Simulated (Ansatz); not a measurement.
Mulliken charges of `FC1CO[SiH2]1` from PBE/def2-TZVPP in Ansatz (PBE0-D4/def2-TZVP geometry).

| atom | x (Å) | y (Å) | z (Å) | charge (e) |
| --- | --- | --- | --- | --- |
| F1 | -1.820 | -0.328 | -0.811 | -0.198 |
| C2 | -0.876 | -0.083 | 0.167 | 0.021 |
| C3 | 0.291 | -1.090 | 0.153 | 0.051 |
| O4 | 1.430 | -0.216 | -0.012 | -0.345 |
| Si5 | 0.510 | 1.162 | -0.207 | 0.397 |
| H6 | -1.390 | -0.024 | 1.128 | 0.070 |
| H7 | 0.197 | -1.773 | -0.695 | 0.080 |
| H8 | 0.401 | -1.665 | 1.076 | 0.071 |
| H9 | 0.821 | 2.229 | 0.780 | -0.075 |
| H10 | 0.520 | 1.737 | -1.576 | -0.071 |

By hand: the dipole of these point charges (1 e Å = 4.8032 D).

Σ q r = (-0.086, -0.009, 0.247) e Å, of length 0.262 e Å = 1.26 D.

How does the dipole of the full density compare? (An estimate is asked.)

The calculation gave: (-0.058, 0.052, 0.216) e Å, 1.10 D; the point charges give 1.15 times that, at 16° from its direction.

Point charges leave out the atoms' own dipoles, such as those of lone pairs, and Mulliken's split depends on the basis, so the close match here is no proof of good charges.
